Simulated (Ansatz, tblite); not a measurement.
Cost and result up the ladder for Si(vinyl)2F2 (C₄H₆F₂Si) (13 atoms). Total charge 0; singlet. Geometry: r2SCAN-D4/def2-SVP.

```xyz
13

Si    0.407    0.477    0.041
C     0.872   -1.258    0.472
C     1.903   -1.881   -0.121
H     0.289   -1.805    1.227
H     2.514   -1.377   -0.879
H     2.183   -2.912    0.126
C    -1.330    0.729   -0.532
C    -2.167    1.568    0.099
H    -1.699    0.174   -1.406
H    -1.844    2.144    0.975
H    -3.202    1.719   -0.230
F     1.458    0.968   -1.094
F     0.617    1.454    1.321
```

Ansatz on 4 threads of Intel Xeon on a shared host; xTB runs through tblite on one thread. Times are rough, summed over both states, and most runs start from the orbitals of an earlier one. PBE0-D4/def2-TZVP serves as the yardstick here, not as an exact answer. Differences are given only for rows in sets of like size (and for xTB, whose basis is part of the method), since another set adds its own error. The other state is a doublet.

The xTB rows come from tblite. Correlated methods freeze 11 core orbitals. The rows differ in basis, and correlated rows in double-zeta sets carry the largest basis error. In CCSD on the charge 1 doublet the largest single amplitude is 0.27, so its Hartree–Fock determinant may place the open shell otherwise than the density functionals do.

Run but left out: HF/def2-SVP (singlet: restricted singlet, unstable towards broken spin symmetry).

Correlated methods converge slowly with the basis, most of all in double-zeta sets.

Raw xTB energies of ions are shifted by several eV.

| level | functions | wall time | vertical IE (eV) | difference from PBE0-D4/def2-TZVP (eV) | remarks |
| --- | --- | --- | --- | --- | --- |
| GFN2-xTB | 39 | 0.039 s | 13.88 | 3.73 | – |
| GFN1-xTB | 45 | 0.069 s | 14.46 | 4.30 | – |
| PBE-D4/def2-TZVP (with forces) | 259 | 20 s | 9.90 | -0.26 | – |
| PBE0-D4/def2-TZVP | 259 | 37 s | 10.16 | 0.00 | – |
| r2SCANh-D4/def2-TZVP | 259 | 44 s | 10.03 | -0.13 | – |
| CCSD(T)/def2-SVP | 132 | 3.7 min | 10.60 | – | restricted SCF unstable (singlet) |
